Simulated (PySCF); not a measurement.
# IrSCl, singlet: structure and spectrum

All numbers come from PBE0 in PySCF with Ir def2-SVP with ECP60, S def2-SVP, Cl def2-SVP; scalar-relativistic core potentials, no spin–orbit coupling; density-fitted integrals.

The structure is a minimum.

```
Point group                                                                   : Cs
Bond lengths                                                                  : Ir–Cl 2.195 Å, Ir–S 2.015 Å
Bond angles                                                                   : Cl–Ir–S 162.7°
Enthalpy at 298.15 K above 0 K                                                : 13.35 kJ/mol
Rotational constants                                                          : 3.405, 0.05791, 0.05694 cm⁻¹
Lowest empty level                                                            : -4.74 eV
Heat capacity Cp at 298.15 K                                                  : 52.0 J/(mol K)
Rotational symmetry number                                                    : 1
Atomisation energy without zero-point energy                                  : 711 kJ/mol
Entropy at 298.15 K and 1 bar                                                 : 307.4 J/(mol K)
Dipole moment                                                                 : 1.14 D
Principal polarisabilities                                                    : 41.3, 42.5, 105.0 bohr³
Highest occupied level                                                        : -7.56 eV
Zero-point energy                                                             : 6.3 kJ/mol
Principal quadrupole moments (Buckingham, traceless) about the centre of mass : -2.13, -1.85, 3.98 D Å
```

Harmonic modes (masses in u: Ir 192.963, S 31.972, Cl 34.969):
```csv
symmetry,ω (cm⁻¹),IR (km/mol),μ (u)
a',46,0.3,41.75
a',406,48.6,39.07
a',597,30.2,35.98
```

Charges (e):
| atom | Mulliken | Löwdin | polar tensor | Mayer order to Ir1 |
| --- | --- | --- | --- | --- |
| Ir1 | 0.13 | -0.55 | 0.64 | – |
| S2 | 0.01 | 0.40 | -0.21 | 2.43 |
| Cl3 | -0.14 | 0.15 | -0.43 | 1.17 |
Other Mayer orders above 0.3: S–Cl 0.32.

Mulliken populations on Ir1 (electrons outside its core potential): s 3.05, p 6.24, d 7.55, f 0.03.

Other isomers or separated fragments may lie lower. At this level a broken-symmetry Ms = 0 minimum of Cs symmetry lies 3 kJ/mol below this structure. At the minimum of this search the closed-shell solution is unstable towards spin polarisation, so a lower open-shell solution exists. No spin–orbit coupling is included, which matters more the heavier the element.

The final relaxation and frequency run took about 100 core-seconds on a shared host.
